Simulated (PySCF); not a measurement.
# Electron affinity of Tc by level of theory

Tc- [Kr] 4d6 5s2 (5D) → Tc [Kr] 4d5 5s2 (6S), as a difference of total energies. Calculation: PySCF 2.14, in aug-cc-pVTZ-DK (9s8p6d3f2g, 102 functions); the spin-free X2C one-electron Hamiltonian (Gaussian nucleus). Correlated levels: valence: [Kr] frozen. The calculations carry no spin-orbit coupling.

| method | electron affinity (eV) |
| --- | --- |
| UHF | -0.907 |
| MP2 (valence) | -0.009 |
| SCS-MP2 (valence) | 0.121 |
| CCSD (valence) | 0.168 |
| CCSD(T) (valence) | 0.303 |

A first-order spin-orbit estimate (lowest level to lowest level, LS coupling) adds 0.101 eV.

A negative affinity means that the anion lies above the atom at that level of theory.

The coupled-cluster amplitudes are large for Tc- (T1 above 0.03 or a double amplitude above 0.15), so a single reference is strained.
